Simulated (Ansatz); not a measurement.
CH4ClFO2Si (`CO[Si](O)(F)Cl`), relaxed with RKS PBE-D4/def2-SVP in Ansatz 0.2.0 from a rough embedded geometry. The force threshold is 0.03 eV/Å; the program also tests the step.

The species carries charge 0 and has multiplicity 1.

Start:

```xyz
10

C    -0.955    0.636   -1.192
O     0.414    0.305   -0.911
Si    0.755   -0.142    0.621
O     0.121   -1.560    1.120
F     0.218    0.978    1.669
Cl    2.792   -0.364    0.816
H    -1.298    1.457   -0.639
H    -1.553   -0.283   -1.048
H    -0.939    0.890   -2.309
H     0.445   -1.917    1.875
```

| step | energy (eV) | largest force (eV/Å) | largest move (Å) |
| --- | --- | --- | --- |
| 1 | -28288.3583 | 4.257 | 0.000 |
| 2 | -28288.7268 | 0.911 | 0.104 |
| 3 | -28288.7655 | 0.357 | 0.032 |
| 4 | -28288.7743 | 0.153 | 0.034 |
| 5 | -28288.7777 | 0.069 | 0.028 |
| 6 | -28288.7790 | 0.057 | 0.026 |
| 7 | -28288.7801 | 0.070 | 0.034 |
| 8 | -28288.7812 | 0.102 | 0.047 |
| 9 (rejected) | -28288.7567 | 1.159 | 0.196 |
| 10 | -28288.7824 | 0.036 | 0.049 |
| 11 (rejected) | -28288.7820 | 0.209 | 0.085 |
| 12 (rejected) | -28288.7811 | 0.130 | 0.034 |
| 13 | -28288.7827 | 0.008 | 0.016 |
| 14 | -28288.7831 | 0.066 | 0.049 |
| 15 | -28288.7832 | 0.051 | 0.009 |
| 16 | -28288.7834 | 0.014 | 0.011 |

End:

```xyz
10

C    -0.939    0.575   -1.230
O     0.411    0.437   -0.799
Si    0.849   -0.106    0.687
O     0.062   -1.529    0.989
F     0.461    0.966    1.853
Cl    2.890   -0.293    0.700
H    -1.459    1.391   -0.681
H    -1.512   -0.368   -1.092
H    -0.930    0.830   -2.308
H     0.168   -1.904    1.881
```

Run time 24 s (4 threads of an Arm Neoverse V1 on a shared host); peak host memory 0.19 GiB.
